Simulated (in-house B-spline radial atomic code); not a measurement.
Successive ionisation energies of samarium; each step leads to the configuration of the next row (after the last: [Ne] 3s2 3p1). Dirac energy differences include first-order Breit, QED and recoil terms. NIST's values go from ground level to ground level; the uncertainty of those that are theory runs from under 0.1 % in few-electron ions to several per cent in heavy many-electron ones. Computed with a radial B-spline atomic code at the basis-set limit: Dirac-Hartree-Fock, average of the configuration, finite nuclei.

| ion | configuration | ionisation energy (eV) | tabulated value (eV) | tabulated kind | computed minus tabulated (eV) | highest orbital | largest mean radius (bohr) |
| --- | --- | --- | --- | --- | --- | --- | --- |
| Sm30+ | [Ar] 3d10 4s2 4p2 | 1157.3 | 1180 | tabulated theory | -23 | 4p3/2 | 0.53568 |
| Sm31+ | [Ar] 3d10 4s2 4p1 | 1200.9 | 1226 | tabulated theory | -25 | 4p3/2 | 0.53171 |
| Sm32+ | [Ar] 3d10 4s2 | ? | ? | tabulated theory | ? | ? | ? |
| Sm33+ | [Ar] 3d10 4s1 | 1379.7 | 1381.56 | semi-empirical | -2 | 4s1/2 | 0.5083 |
| Sm34+ | [Ar] 3d10 | 2382.4 | 2371 | tabulated theory | 11 | 3d5/2 | 0.25023 |
| Sm35+ | [Ar] 3d9 | 2482.9 | 2466 | tabulated theory | 17 | 3d5/2 | 0.24844 |
| Sm36+ | [Ar] 3d8 | 2584.9 | 2569 | tabulated theory | 16 | 3d5/2 | 0.24666 |
| Sm37+ | [Ar] 3d7 | 2688.5 | 2676 | tabulated theory | 12 | 3d5/2 | 0.24496 |
| Sm38+ | [Ar] 3d6 | ? | ? | tabulated theory | ? | ? | ? |
| Sm39+ | [Ar] 3d5 | ? | ? | tabulated theory | ? | ? | ? |
| Sm40+ | [Ar] 3d4 | 3008.6 | 3028 | tabulated theory | -19 | 3d5/2 | 0.24069 |
| Sm41+ | [Ar] 3d3 | 3118.4 | 3137 | tabulated theory | -19 | 3d5/2 | 0.23929 |
| Sm42+ | [Ar] 3d2 | 3229.8 | 3253 | tabulated theory | -23 | 3d5/2 | 0.23789 |
| Sm43+ | [Ar] 3d1 | 3342.7 | 3363 | tabulated theory | -20 | 3d5/2 | 0.2365 |
| Sm44+ | [Ne] 3s2 3p6 | 3719.2 | 3669 | tabulated theory | 50 | 3p3/2 | 0.23513 |
| Sm45+ | [Ne] 3s2 3p5 | 3819.8 | 3766 | tabulated theory | 54 | 3p3/2 | 0.23405 |
| Sm46+ | [Ne] 3s2 3p4 | 3921.3 | 3873 | tabulated theory | 48 | 3p3/2 | 0.23298 |
| Sm47+ | [Ne] 3s2 3p3 | 4023.8 | 3971 | tabulated theory | 53 | 3p3/2 | 0.23192 |
| Sm48+ | [Ne] 3s2 3p2 | 4127.1 | 4227 | tabulated theory | -100 | 3p3/2 | 0.23087 |

**Question.** Fill in the row of Sm32+.

**Answer.** ionisation energy (eV): 1332.3; tabulated value (eV): 1332; computed minus tabulated (eV): 0; highest orbital: 4s1/2; largest mean radius (bohr): 0.51189.

**Question.** Fill in the row of Sm38+.

**Answer.** ionisation energy (eV): 2793.6; tabulated value (eV): 2782; computed minus tabulated (eV): 12; highest orbital: 3d5/2; largest mean radius (bohr): 0.24353.

**Question.** Fill in the row of Sm39+.

**Answer.** ionisation energy (eV): 2900.3; tabulated value (eV): 2887; computed minus tabulated (eV): 13; highest orbital: 3d5/2; largest mean radius (bohr): 0.24211.

**Question.** Where is the largest jump?

**Answer.** From Sm33+ to Sm34+, by a factor of 1.73 (1379.7 to 2382.4 eV); the highest orbital goes from 4s1/2 to 3d5/2.

Where a p, d or f electron is removed, the computed value is a mean over both j, so it misses the tabulated one by a part of the spin-orbit splitting; averaging over terms and missing correlation add to the gap, relatively most at low charge.
